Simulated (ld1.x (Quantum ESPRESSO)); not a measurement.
## Sc (Z = 21): from the effect back to the setting (RRKJ)

Base potential:

ld1.x (Quantum ESPRESSO) 7.5 input, shortened:

```
&input
   title='Sc', zed=21., rel=1, dft='PZ', iswitch=3,
   config='[Ar] 3d1 4s1.5 4p0.5'
 /
 &inputp
   pseudotype=2, tm=.false., rho0=0.01, lloc=-1, rcloc=2.75,
   nlcc=.true., rcore=0.65
 /
3
4S  1  0   1.50   0.00  3.00  3.00  0.0
4P  2  1   0.50   0.00  4.20  4.20  0.0
3D  3  2   1.00   0.00  1.35  1.35  0.0
 &test
   configts(1)='3d1 4s1.5 4p0.5'
 /
```

Cutoffs, loose and tight: the cutoffs (Ry, on a coarse ladder) from which the occupation-weighted sum of valence levels, in a spherical-Bessel basis at the reference potential, stays within 10 and 1 mRy of its value at 400 Ry. They do not see the model core or the augmentation charge, which bear on the density cutoff. Test errors are all-electron minus pseudo excitation energies from the reference, over the configurations 3d1 4s2 4p0; 3d1 4s1 4p0; 3d1 4s0 4p0; 3d2 4s0 4p0; 3d1 4s1 4p1; 3d1.5 4s1.5 4p0; 3d0 4s2 4p1 (two spin-polarised tests are not counted in the largest error); variants that change the core or the reference have their own tests.

Only the rcloc is moved:

| rcloc (bohr) | cutoff, loose | cutoff, tight | bound ghosts | largest test error (meV) | median size of the test errors |
| --- | --- | --- | --- | --- | --- |
| 1.82 | 70 Ry | 90 Ry | s | -540 | 21.1 meV |
| 2.48 | 70 Ry | 90 Ry | none | -247 | 21.9 meV |
| 3.04 | 70 Ry | 90 Ry | none | -262 | 23.9 meV |
| 4.14 | 70 Ry | 90 Ry | none | -455 | 50.2 meV |
| 4.82 | 70 Ry | 90 Ry | none | -475 | 66.9 meV |

Q: One more run gave cutoff, loose: 70 Ry; cutoff, tight: 90 Ry; bound ghosts: none; largest test error (meV): -306; median size of the test errors: 25.8 meV. Which value of the rcloc was used?

A: 3.4 bohr. The median size of the test errors moves one way along this sweep, from 21.1 meV at 1.82 to 66.9 meV at 4.82 bohr, which places the run between 3.04 and 4.14 bohr.
